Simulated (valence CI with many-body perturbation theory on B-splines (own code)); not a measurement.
## E1 line list for Pt⁷²⁺

Method: valence CI with perturbative core correlation (CI+MBPT): four valence electrons over a frozen Dirac-Fock core [He], radial functions for each j: 11 s, 11 p, 10 d, 8 f, 5 g, 2 h, with the one-electron correlation potential Σ1 (screened to all orders), the two-electron term Σ2, the three-electron term Σ3, Breit, model QED; selected single and double excitations, second order for the rest, scaled by the run's own slope (own B-spline code, finite nucleus).

The last digits are not significant, and no measured levels were compared; by estimate large intervals hold to a few tenths of a per cent, small ones and those within an open d or f shell to about a per cent. Among the levels kept, up to 1400 cm⁻¹ of a level comes from second order outside the variational space, and about a tenth of that is noise between levels of different J, which matters for small intervals.

Lines 51 to 100 of 600 in falling wavelength, among levels below 1232.5 Ry, chosen from the strongest by gf and those to the six lowest levels. Wavelengths and rates use the calculated energies. Electric multipoles are in the length gauge, E1 and E2 with the static RPA response of the core. Weak lines are less certain than strong ones. Lines between different terms over intervals too small for the method are left out, as are lines whose strength nearly cancels. The highest levels of a list are the least certain.

Levels are named by their leading jj configuration (3d3/2^4 stands for four electrons in 3d with j = 3/2), which in mixed levels can hold well under half, so a name can repeat and another be missing. Letters in brackets count levels of one name in rising energy.

```tsv
λ vac (nm)	Upper	Lower	A (s⁻¹)	log gf	Branch %
4.655	(2s^2 2p1/2 4d3/2) J=1	(2s^2 2p1/2 4p1/2) J=1	1.55e+11	-0.82	0.0
4.641	(2s 2p1/2^2 4p3/2) J=2	(2s 2p1/2^2 4s) J=1	6.12e+11	-0.01	0.8
4.610	(2s^2 2p1/2 4p3/2) J=2	(2s^2 2p1/2 4s) J=1	6.16e+11	-0.01	0.8
4.597	(2s 2p1/2^2 4p3/2) J=1	(2s 2p1/2^2 4s) J=1	1.75e+11	-0.78	0.0
4.147	(2s 2p1/2 2p3/2^2) J=3	(2s^2 2p3/2^2) J=2	1.76e+10	-1.50	0.4
3.976	(2s 2p1/2^2 2p3/2) J=2	(2s^2 2p1/2 2p3/2) J=2	1.66e+10	-1.71	43.4
3.756	(2s 2p1/2^2 2p3/2) J=2	(2s^2 2p1/2 2p3/2) J=1	2.17e+10	-1.64	56.5
3.155	(2s 2p1/2 2p3/2^2) J=1 [a]	(2s^2 2p3/2^2) J=2	3.51e+10	-1.80	0.1
3.088	(2s 2p1/2 2p3/2^2) J=2 [b]	(2s^2 2p3/2^2) J=2	2.88e+10	-1.69	0.1
3.085	(2p1/2^2 2p3/2 3d5/2) J=4	(2s 2p1/2 2p3/2 3d5/2) J=5	8.72e+10	-0.95	0.3
3.051	(2s 2p1/2^2 2p3/2) J=1	(2s^2 2p1/2 2p3/2) J=2	6.34e+10	-1.58	0.3
2.920	(2s 2p1/2^2 2p3/2) J=1	(2s^2 2p1/2 2p3/2) J=1	1.41e+10	-2.27	0.1
2.088	(2s 2p1/2 2p3/2 3d3/2) J=3 [b]	(2s 2p1/2 2p3/2 3p1/2) J=2 [b]	6.46e+11	-0.53	0.0
2.081	(2s 2p1/2 2p3/2 3d3/2) J=1 [d]	(2s 2p1/2 2p3/2 3p1/2) J=1 [c]	6.77e+11	-0.88	0.0
2.079	(2s 2p1/2 2p3/2 3d3/2) J=2 [d]	(2s 2p1/2 2p3/2 3p1/2) J=1 [c]	8.08e+11	-0.58	0.0
2.062	(2s^2 2p1/2 3d3/2) J=1	(2s^2 2p1/2 3p1/2) J=0	8.88e+11	-0.77	0.0
2.061	(2s^2 2p3/2 3d5/2) J=4	(2s 2p1/2 2p3/2 3s) J=3	2.05e+11	-0.93	29.2
2.058	(2s 2p1/2 2p3/2 3d3/2) J=2 [b]	(2s 2p1/2 2p3/2 3p1/2) J=2 [b]	9.61e+11	-0.52	0.0
2.035	(2s 2p3/2^2 3d3/2) J=1 [b]	(2s 2p3/2^2 3p1/2) J=0	5.80e+11	-0.97	0.0
2.032	(2s 2p3/2^2 3p3/2) J=3 [a]	(2s 2p3/2^2 3s) J=2 [a]	9.24e+11	-0.40	0.3
2.025	(2s 2p1/2 2p3/2 3d3/2) J=1 [b]	(2s 2p1/2 2p3/2 3p1/2) J=2 [b]	1.32e+12	-0.61	0.1
2.016	(2s 2p3/2^2 3p3/2) J=1 [b]	(2s 2p3/2^2 3s) J=0	1.37e+12	-0.60	0.2
2.014	(2s^2 2p3/2 3d3/2) J=2	(2s^2 2p3/2 3p1/2) J=2	6.98e+11	-0.67	0.0
2.012	(2s 2p1/2 2p3/2 3d3/2) J=2 [a]	(2s 2p1/2 2p3/2 3p1/2) J=2 [a]	7.13e+11	-0.66	0.1
2.009	(2p1/2^2 2p3/2 3d3/2) J=2	(2p1/2^2 2p3/2 3p1/2) J=2	6.95e+11	-0.68	0.3
2.008	(2s^2 2p3/2 3d3/2) J=2	(2s^2 2p3/2 3p1/2) J=1	7.26e+11	-0.66	0.0
2.007	(2p1/2 2p3/2^2 3p3/2) J=2	(2p1/2 2p3/2^2 3s) J=1 [a]	8.89e+11	-0.57	0.1
2.007	(2s 2p3/2^2 3d3/2) J=3 [b]	(2s 2p3/2^2 3p1/2) J=2 [b]	1.42e+12	-0.22	0.1
2.005	(2p1/2^2 2p3/2 3d3/2) J=2	(2p1/2^2 2p3/2 3p1/2) J=1	7.24e+11	-0.66	0.3
2.004	(2p1/2 2p3/2^2 3p3/2) J=0	(2p1/2 2p3/2^2 3s) J=1 [a]	1.97e+12	-0.93	0.4
2.003	(2s 2p3/2^2 3d3/2) J=2 [b]	(2s 2p3/2^2 3p1/2) J=1 [b]	7.76e+11	-0.63	0.0
2.002	(2s 2p1/2^2 3d3/2) J=1	(2s 2p1/2^2 3p1/2) J=0	9.94e+11	-0.75	0.3
2.001	(2s 2p3/2^2 3d3/2) J=2 [b]	(2s 2p3/2^2 3p1/2) J=1 [a]	3.59e+11	-0.97	0.0
2.001	(2s 2p3/2^2 3d3/2) J=2 [a]	(2s 2p3/2^2 3p1/2) J=2 [a]	1.18e+12	-0.45	0.1
2.000	(2s 2p3/2^2 3d3/2) J=3 [a]	(2s 2p3/2^2 3p1/2) J=3	8.44e+11	-0.45	0.0
2.000	(2s 2p1/2 2p3/2 3p3/2) J=1 [a]	(2s 2p1/2 2p3/2 3s) J=1 [a]	1.71e+12	-0.51	0.4
1.997	(2s 2p1/2^2 3p3/2) J=1	(2s 2p1/2^2 3s) J=0	1.46e+12	-0.58	0.2
1.995	(2s 2p3/2^2 3d3/2) J=3 [a]	(2s 2p3/2^2 3p1/2) J=2 [a]	6.52e+11	-0.56	0.0
1.993	(2s 2p1/2 2p3/2 3d3/2) J=2 [c]	(2s 2p1/2 2p3/2 3p1/2) J=1 [b]	1.01e+12	-0.52	0.4
1.992	(2s 2p3/2^2 3d3/2) J=4	(2s 2p3/2^2 3p1/2) J=3	1.48e+12	-0.10	0.1
1.990	(2s 2p3/2^2 3p3/2) J=1 [a]	(2s 2p3/2^2 3s) J=2 [a]	2.22e+12	-0.40	0.4
1.988	(2s 2p3/2^2 3d3/2) J=1 [a]	(2s 2p3/2^2 3p1/2) J=2 [a]	1.58e+12	-0.55	0.1
1.985	(2s^2 2p3/2 3d3/2) J=3	(2s^2 2p3/2 3p1/2) J=2	1.49e+12	-0.21	0.1
1.984	(2p1/2^2 2p3/2 3p3/2) J=1	(2p1/2^2 2p3/2 3s) J=1	1.64e+12	-0.54	0.3
1.982	(2s 2p1/2 2p3/2 3d3/2) J=3 [c]	(2s 2p1/2 2p3/2 3p1/2) J=2 [c]	1.49e+12	-0.21	1.0
1.982	(2p1/2^2 2p3/2 3d3/2) J=3	(2p1/2^2 2p3/2 3p1/2) J=2	1.48e+12	-0.21	1.6
1.982	(2s 2p3/2^2 3p3/2) J=3 [b]	(2s 2p3/2^2 3s) J=2 [b]	2.27e+12	-0.03	0.5
1.981	(2s 2p3/2^2 3d3/2) J=2 [c]	(2s 2p3/2^2 3p1/2) J=2 [b]	4.40e+11	-0.89	0.0
1.979	(2s 2p1/2^2 3d3/2) J=2	(2s 2p1/2^2 3p1/2) J=1	1.47e+12	-0.36	0.4
1.979	(2s 2p3/2^2 3p3/2) J=0	(2s 2p3/2^2 3s) J=1 [b]	2.19e+12	-0.89	5.7
```

Q: How does gf follow from A for the line at 2.061 nm?

A: gf = 1.4992 × (2J+1)_upper × A / σ², with σ = 4852770 cm⁻¹ and 2J+1 = 9: gf = 0.117.
